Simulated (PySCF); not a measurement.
**2p core levels of AsP3SSeO nortricyclane**

Compound: AsP3SSeO nortricyclane, AsOP3SSe.
Geometry (PBE0-D3(BJ)/def2-SVP, Å), atoms numbered from 1 in this order:
```
atom  x, y, z in Å
As1   -1.546   -0.751   -0.441
S2    -0.078   -0.140   -2.045
P3     1.564    0.449   -0.879
P4     0.725    1.387    0.988
Se5   -1.496    1.310    0.763
P6     1.192   -0.837    0.956
O7    -0.269   -1.519    0.589
```

Method used: delta-SCF UKS SCAN, pcX-2 on the ionised atom, pcseg-1 elsewhere, spin-free X2C in PySCF. Binding energies are ΔSCF values: E(core-ionised, relaxed orbitals) − E(ground state) at a fixed geometry, referred to the vacuum level. The 2p values add to the ΔSCF energy of one spin-free hole a correction within the shell (spin–orbit coupling, ligand field). The splitting includes the ligand field, and 2p3/2 is the mean of two sublevels.

| atom | mean of the 2p shell (eV) | splitting (eV) |
| --- | --- | --- |
| P3 | 137.034 | 0.891 |
| P4 | 136.922 | 0.890 |
| P6 | 137.614 | 0.893 |

Where do the two lines of each doublet lie?

2p3/2 = mean − splitting/3 and 2p1/2 = mean + 2 × splitting/3:

```
atom                      environment  2p3/2 (eV)  2p1/2 (eV)
  P3   phosphorus bonded to 2 P and S      136.74      137.63
  P4  phosphorus bonded to 2 P and Se      136.63      137.51
  P6   phosphorus bonded to O and 2 P      137.32      138.21
```

What are the 1s binding energies of the same atoms?

P3 2150.35 eV; P4 2150.21 eV; P6 2151.02 eV.

Which Kα1 and Kα2 emission energies and wavelengths follow?

The photon carries the difference of the 1s-hole and 2p-hole states, both at the ground state's geometry; λ = 12398.42 eV Å/E.

| atom | Kα1 (eV) | Kα2 (eV) | λ(Kα1) (Å) | λ(Kα2) (Å) |
| --- | --- | --- | --- | --- |
| P3 | 2013.61 | 2012.72 | 6.1573 | 6.1600 |
| P4 | 2013.58 | 2012.70 | 6.1574 | 6.1601 |
| P6 | 2013.70 | 2012.81 | 6.1570 | 6.1598 |

Over the 3 phosphorus sites the 1s value ranges over 0.81 eV, 2p3/2 over 0.69 eV and Kα1, their difference, over 0.12 eV.

And the 1s levels of the other atoms?

O7 (oxygen bonded to As and P) 538.44 eV; S2 (sulfur bonded to As and P) 2477.04 eV.

Not every level is listed. No level of arsenic or selenium is listed. The structure is a single PBE0-D3(BJ)/def2-SVP conformer in the gas phase; no vibrational or solvent corrections.
